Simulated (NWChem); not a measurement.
# BGeH$_{4}$OF; SMILES O[B](F)[GeH3]

```xyz
8

B      0.0519     1.0210    -0.0007
F     -1.0803     1.7322     0.0019
Ge    -0.0182    -1.0517    -0.0003
H     -0.7145    -1.5674     1.2742
H     -0.8317    -1.5681    -1.2027
H      1.3887    -1.6692    -0.0651
O      1.2269     1.6732    -0.0009
H      1.1171     2.6345     0.0016
```
Atoms are numbered in this order, from 1.

Program: NWChem. Structure relaxed at the PBE0/def2-SVP level. GIAO values for the isolated, static molecule; σ is the absolute isotropic shielding, δ = σ(reference) − σ with the isolated reference molecule computed at the same levels (11B: boron trifluoride, 19F: trichlorofluoromethane, 1H: tetramethylsilane, 17O: water).

### Question
What does the run give for PBE/pcSseg-1? Quantities: δ B1 (ppm); δ F2 (ppm); σ Ge3 (ppm); δ H4 (rotor mean) (ppm); δ O7 (ppm); δ H8 (ppm).

### Answer
```yaml
"δ B1 (ppm)": 20.7
"δ F2 (ppm)": -48.1
"σ Ge3 (ppm)": 1650.8
"δ H4 (rotor mean) (ppm)": 3.40
"δ O7 (ppm)": 173.9
"δ H8 (ppm)": 5.04
```
